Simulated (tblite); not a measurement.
Species: C₄H₄N₄.
Bonds: C1–N2, N2–N3 (aromatic), N3–C4 (aromatic), C4–C5 (aromatic), C5–C6, C6–N7 (triple), C5–N8 (aromatic), N2–N8 (aromatic). Hydrogens: H9, H10, H11 on C1; H12 on C4.

A start from a force field or distance geometry was refined with tblite, GFN2-xTB geometry optimisation, gas phase. Values at the start:

```json
{"coordinate": "C1–N2", "start": "1.455 Å"}
{"coordinate": "C1–H9", "start": "1.113 Å"}
{"coordinate": "N2–N3", "start": "1.331 Å"}
{"coordinate": "N2–N8", "start": "1.335 Å"}
{"coordinate": "N3–C4", "start": "1.362 Å"}
{"coordinate": "C4–C5", "start": "1.385 Å"}
{"coordinate": "C4–H12", "start": "1.106 Å"}
{"coordinate": "C5–C6", "start": "1.436 Å"}
{"coordinate": "C5–N8", "start": "1.352 Å"}
{"coordinate": "C6≡N7", "start": "1.156 Å"}
{"coordinate": "C1–N2–N3", "start": "128.1°"}
{"coordinate": "N2–N3–C4", "start": "108.0°"}
{"coordinate": "N2–N8–C5", "start": "107.1°"}
{"coordinate": "N3–N2–N8", "start": "110.4°"}
{"coordinate": "N3–C4–C5", "start": "106.2°"}
{"coordinate": "C4–C5–C6", "start": "127.1°"}
{"coordinate": "C4–C5–N8", "start": "108.3°"}
{"coordinate": "C5–C6–N7", "start": "178.7°"}
```

Q: How do these coordinates change at the GFN2-xTB level?

A: 
```tsv
coordinate	GFN2-xTB (Å or °)	change
N3–C4	1.320	-0.042
C4–H12	1.069	-0.037
N2–N8	1.302	-0.033
C5–C6	1.404	-0.032
C1–N2	1.430	-0.025
C4–C5	1.410	+0.025
C1–H9	1.088	-0.025
N2–N3	1.313	-0.018
C5–N8	1.336	-0.016
C6≡N7	1.146	-0.010
C1–N2–N3	122.5	-5.6
N3–N2–N8	115.2	+4.8
N2–N3–C4	105.1	-2.9
N2–N8–C5	104.7	-2.4
N3–C4–C5	107.6	+1.4
C4–C5–C6	128.2	+1.1
C4–C5–N8	107.4	-0.9
C5–C6–N7	177.8	-0.9
```

The energy falls by 7.7 kcal/mol over 32 L-BFGS steps, the largest force on an atom goes from 2.44 to 0.006 eV/Å, and the atoms move by 0.082 Å rms after alignment. The bond that changes most is N3–C4 (pyridine-type nitrogen to aromatic CH next to a ring nitrogen), which shortens by 0.042 Å. Bonds longer at the end by more than 0.005 Å: 1 of 12; shorter: 11. Rotational constants go from 6774, 1343, 1129 to 7052, 1389, 1169 MHz.

GFN2-xTB frequencies show an imaginary mode (24i cm⁻¹), so the point is no minimum at that level.

These are computed values.
